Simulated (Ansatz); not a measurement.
`C[CH2][InH][O][SiH3]` + HCl → `[SiH3][O][InH][Cl]` + ethane at 700 K and 1 bar (ligand exchange at the In–C bond).

Calculated with Ansatz (gas phase, PBE0-D4/def2-TZVP geometries, no zero-point term in ΔE). CCSD(T)/CBS adds triple-zeta CCSD(T) − MP2 to the extrapolated MP2 energy (def2 sets, frozen cores). This one scheme is used for every species. Elements past krypton have def2 core potentials. For In outer-core shells are correlated without core-valence functions, which leaves a few kJ/mol of doubt a bond. Each species was taken in one conformer, which may not be the lowest.

```
               species  CCSD(T)/CBS energy (Eh)  H − E (kJ/mol)  S (J/(mol·K))
`C[CH2][InH][O][SiH3]`               -635.63253           363.4          573.0
                   HCl               -460.38127            38.4          211.8
  `[SiH3][O][InH][Cl]`              -1016.34767           168.1          488.3
                  `CC`                -79.71954           238.1          289.3
```

H − E and S are ideal-gas, rigid-rotor, harmonic terms from PBE0-D4/def2-TZVP, for one conformer and one mirror image of each species. 1 Eh = 2625.50 kJ/mol, R = 8.31446 J/(mol·K).

Q: By hand: ΔE, ΔH, ΔS and ΔG.

A: ΔE = (-1016.34767) + (-79.71954) − (-635.63253) − (-460.38127) = -0.05341 Eh = -140.2 kJ/mol. Δ(H − E) = 168.1 + 238.1 − 363.4 − 38.4 = 4.4, so ΔH = -135.8 kJ/mol. ΔS = 488.3 + 289.3 − 573.0 − 211.8 = -7.2 J/(mol·K). ΔG = -135.8 − 700 × (-7.2)/1000 = -130.8 kJ/mol.

Q: By hand: the equilibrium constant, and the temperature at which ΔG would vanish if ΔH and ΔS stayed fixed.

A: log₁₀ K = −ΔG/(RT ln 10) = 9.8. ΔG = 0 at ΔH/ΔS = 18861 K, far beyond where these terms or the molecules hold.

The number of gas molecules stays the same, so ΔS is small and ΔH decides. A doubt of 5 kJ/mol in ΔE shifts log₁₀ K by 0.4 here. Other conformers and mirror images would add mixing entropy, several J/(mol·K) or more a flexible species. Modes under 60 cm⁻¹, often nearly free rotors, make the harmonic entropy too high. These are equilibria of isolated gas molecules and say nothing of rates. Largest T1 diagnostic: 0.014 (customary marks: 0.02 for closed shells, 0.045 for open ones).
